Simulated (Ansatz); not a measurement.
Reaction (formal exchange of groups at the Si–N bond): `B[SiH](C)N=C` + `CC` → `B[SiH](C)CC` + `C=N`

Computed with Ansatz on PBE0-D4/def2-TZVP structures; ΔE is electronic, products minus reactants. CBS: MP2 limit from def2 TZ/QZ plus the TZ coupled-cluster correction, frozen cores. This one scheme is used for every species. DFT in def2-TZVPP. B3LYP here is the variant with VWN-RPA as its local correlation; programs differ in this. Each species was taken in one conformer, which may not be the lowest.

Is it downhill or uphill in electronic energy at CCSD(T)/CBS, and by how much? (Estimate.)

Computed: Uphill: ΔE = +49.0 kJ/mol.

What do these levels give: PBE-D4, r2SCAN-D4, ωB97M-V, B2PLYP, B3LYP, MP2/def2-TZVPP, SCS-MP2/def2-TZVPP, CCSD/def2-TZVPP, HF/def2-QZVPP, SCS-MP2/def2-QZVPP, MP2/CBS(def2), CCSD/CBS(def2)? (Best estimate.)

Ansatz gave: PBE-D4 47.2, r2SCAN-D4 52.7, ωB97M-V 49.6, B2PLYP 56.9, B3LYP 58.5, MP2/def2-TZVPP 52.5, SCS-MP2/def2-TZVPP 54.0, CCSD/def2-TZVPP 49.7, HF/def2-QZVPP 65.5, SCS-MP2/def2-QZVPP 54.6, MP2/CBS(def2) 53.0, CCSD/CBS(def2) 50.3 kJ/mol.

Largest T1 diagnostic among the species: 0.012.

The D4 term adds −3.0 kJ/mol with B3LYP and −1.9 kJ/mol with PBE0; it sums over pairs of atoms, weighted by their polarisabilities, and B3LYP, whose exchange is more repulsive, gets the larger term. In def2-TZVPP, CCSD(T) changes the Hartree–Fock value by −16.4 kJ/mol (the triples alone add −1.3 kJ/mol) and MP2 by −12.4 kJ/mol.
